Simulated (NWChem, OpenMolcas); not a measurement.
How basis sets differ on CH4AlClO (SMILES C[O][AlH][Cl])

CH4AlClO has 8 atoms, charge 0, and is taken as a singlet. As SMILES, `C[O][AlH][Cl]`. The shape is that of a PBE0-D4/def2-TZVP optimisation. This is one conformer, not always the lowest.

```csv
atom,x (Å),y (Å),z (Å)
C,0.1322,1.2506,0.2630
O,0.6453,0.0520,-0.2460
Al,0.1034,-1.5197,-0.4266
Cl,-1.8290,-2.0078,0.2244
H,0.1184,2.0124,-0.5225
H,-0.8865,1.1362,0.6500
H,0.7702,1.6126,1.0750
H,1.0380,-2.5933,-1.0729
```

Each level gives the dipole moment (D). The values are calculated.

```csv
level,kind,program,value (D)
HF/ANO-RCC-MB (DKH2),Hartree–Fock,OpenMolcas,1.62
HF/STO-3G,Hartree–Fock,NWChem,2.26
HF/3-21G,Hartree–Fock,OpenMolcas,1.87
HF/6-31G* (spherical functions),Hartree–Fock,OpenMolcas,1.27
"HF/ANO-RCC-VDZP (DKH2, RICD fitting)",Hartree–Fock,OpenMolcas,0.94
```

The values span 0.94 to 2.26 D. Magnitudes only. Sets without polarisation functions give poor dipoles.
